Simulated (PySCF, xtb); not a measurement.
C3H10ClNSi, SMILES [SiH2](Cl)[C@@H](NC)C.

GFN2-xTB run with xtb at its own geometry gives an orbital gap of 4.33 eV and a dipole moment of 2.42 D.

The structure is a stationary point at B3LYP-D3(BJ)/def2-SVP. The structure was generated by enumeration; whether it is a known compound was not checked. Other conformers were not sampled.

Problem. What does PySCF with PBE0/def2-TZVP give? (An estimate is asked for; the answer gives what the named calculation found.)

Solution. gap 7.11 eV (levels -6.59 and 0.52 eV), dipole 2.81 D.
